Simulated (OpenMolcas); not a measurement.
Yb3+ among 2 point charges of -1 e arranged as a linear pair (D∞h).

* Program: OpenMolcas
* Method: CASSCF
* Basis: ANO-RCC-VDZP [7s6p4d2f1g]
* Scalar Hamiltonian: DKH2, point nucleus
* Active space: 13 electrons in 7 orbitals (4f)
* State averaging: 2S+1 = 2 odd, 7 roots
* Spin-orbit coupling: RASSI with atomic mean-field integrals over the reference wave functions

All point charges move together. At R = 2.7 Å the width of the lowest J multiplet is 1062 cm-1, and at R = 2.95 Å it is 812 cm-1.

Q: A third run gives 1374 cm-1. What distance was it run at?

A: With a power law R^-n the two known points give n = -ln(812 / 1062) / ln(2.95 / 2.7) = 3.03. Then R = 2.7 × (1062 / 1374)^(1/3.03) = 2.480 Å. The run was at 2.48 Å, so the estimate is off by 0 Å.

This is an electrostatic model: the charges have no orbitals. No measured value stands beside these numbers.
